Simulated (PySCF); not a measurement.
A side-by-side comparison of computed properties.

First species: C₂H₁₀FN₃Si.
SMILES with atom numbers: `[NH2:1][CH2:2][CH2:3][NH:4][Si@H:5]([NH2:6])[F:7]` (hydrogens: H8, H9 on N1; H10, H11 on C2; H12, H13 on C3; H14 on N4; H15 on Si5; H16, H17 on N6)

Second species: C2H11PSSi2.
SMILES: `CS[C@H]([SiH3])[SiH2]P`

Levels: CAM-B3LYP/def2-SVPD for HOMO energy, LUMO energy, HOMO–LUMO gap and static isotropic polarisability; TDDFT CAM-B3LYP/def2-SVPD for lowest singlet excitation; TDA CAM-B3LYP/def2-SVPD for lowest triplet excitation (Tamm–Dancoff). Geometries: GFN2-xTB. Each structure is a single optimised conformer of the isolated species, non-relativistic unless stated. Electronic properties by PySCF.

The conformers computed, where there is a choice (atom-mapped SMILES and torsion angles):
- `[CH3:1][S:2][C@H:3]([SiH3:4])[SiH2:5][PH2:6]`: C1–S2–C3–Si4 -85°, S2–C3–Si5–P6 69°, H–P6–Si5–C3 -158°, H–P6–Si5–C3 -65°

The conformers of `NCCN[Si@H](N)F` aren't listed.

Q: Which of the two has the higher HOMO–LUMO gap, and by how much?

A: The first: 9.07 eV against 8.51 eV, a difference of 0.56 eV.

Q: Which of the two has the higher HOMO energy, and by how much?

A: The second: -7.66 eV against -8.13 eV, a difference of 0.47 eV.

Q: Which of the two has the higher LUMO energy, and by how much?

A: The first: 0.94 eV against 0.85 eV, a difference of 0.09 eV.

Q: Which of the two has the higher T1 energy, and by how much?

A: The first: 5.81 eV against 4.81 eV, a difference of 1.00 eV.

Q: Which of the two has the higher S1 energy, and by how much?

A: The first: 6.01 eV against 5.26 eV, a difference of 0.75 eV.

Q: Which of the two has the higher static isotropic polarisability, and by how much?

A: The second: 125.3 au against 73.7 au, a difference of 51.6 au.

On the first: The principal polarisabilities are 66.8, 72.3 and 82.0 au; their mean is the isotropic value. The vertical singlet–triplet gap S1 − T1 is 0.20 eV (TDDFT singlet less Tamm–Dancoff triplet; S1: HOMO→LUMO, weight 0.73; T1: HOMO→LUMO, weight 0.65).

On the second: The polarisability is 18.57 Å³ as a volume (1 au = 0.148185 Å³), or 1.53 au for each of the 82 electrons. S1 lies 3.25 eV below the HOMO–LUMO gap.
